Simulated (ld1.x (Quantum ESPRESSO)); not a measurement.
# Before and after: PAW potential for Ru

ld1.x (Quantum ESPRESSO) 7.5 input, shortened:

```
&input
   title='Ru', zed=44., rel=0, dft='PZ', iswitch=3,
   config='[Kr] 4d7 5s1 5p0'
 /
 &inputp
   pseudotype=3, lpaw=.true., tm=.true., lloc=-2, rcloc=2.10,
   nlcc=.true., new_core_ps=.true.,
   which_augfun='BESSEL', rmatch_augfun=1.05
 /
6
5S  1  0   1.00   0.00  2.25  3.00  0.0
5S  1  0   0.00   1.25  2.25  3.00  0.0
4P  2  1   6.00   0.00  1.95  2.10  0.0
5P  3  1   0.00   0.00  1.95  2.10  0.0
4D  3  2   7.00   0.00  1.00  1.35  0.0
4D  3  2   0.00   1.60  1.00  1.35  0.0
 &test
   configts(1)='4p6 4d7 5s1 5p0'
 /
```

Change: reference 4p6 4d7 5s0.75 5p0.25.

Cutoffs: the cutoffs (Ry, on a coarse ladder) from which the occupation-weighted sum of valence levels, in a spherical-Bessel basis at the reference potential, stays within 10 and 1 mRy of its value at 400 Ry; they do not see the model core or the augmentation charge, which bear on the density cutoff. Errors are all-electron minus pseudo energies relative to the spin-unpolarised reference configuration.

**Question.** What does the change do?

**Answer.** The potential gets neither clearly harder nor softer (55 Ry and 100 Ry → 55 Ry and 100 Ry); the d channel sets the loose cutoff, while the largest relative change is in p, which becomes harder; neither file shows a bound ghost.

| quantity | base | changed |
| --- | --- | --- |
| cutoff, loose | 55 Ry | 55 Ry |
| cutoff, tight | 100 Ry | 100 Ry |
| loose cutoff by channel (10 mRy a level) | s 6 Ry, p 15 Ry, d 45 Ry | s 6 Ry, p 25 Ry, d 45 Ry |
| bound ghosts | none | none |
| largest error over its own tests, meV | +104 | +40 |
| s: phases at 3.27 bohr within 0.05 rad from the reference energy up to (Ry; the scan ends near 5) | 2.7 | 2.7 |
| p: phases at 3.27 bohr within 0.05 rad from the reference energy up to (Ry; the scan ends near 5) | 3.6 | 3.6 |
| d: phases at 3.27 bohr within 0.05 rad from the reference energy up to (Ry; the scan ends near 5) | to the end of the scan | to the end of the scan |
| lowest overlap eigenvalue by channel | s 0.46, p 0.08, d 0.98 | s 0.47, p 0.08, d 0.98 |
